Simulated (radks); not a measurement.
Values are calculated unless marked as measured or tabulated.
Question: All-electron atom: the copper ion Cu22+ in [He] 2s2 2p3. Code: a radial shooting solver on a logarithmic mesh with Libxc functionals. Model: scalar-relativistic Kohn-Sham, PBEsol, spin-polarised, spherical densities, finite nucleus; open shells are filled with parallel spins first; Fermi nuclear charge, rms radius 3.8823 fm. Some entries of the table are withheld. Estimate them.

orbital  occ.  eigenvalue (hartree)  <r> (bohr)
1s up       1                   (1)     0.05204
1s down     1                   (2)     0.05195
2s up       1             -77.58656      0.2222
2s down     1             -76.42164      0.2236
2p up       3             -73.57389      0.1917
2p down     0             -72.15978      0.1934

Answer: 
(1) 1s up eigenvalue (hartree): -370.2888
(2) 1s down eigenvalue (hartree): -369.6079
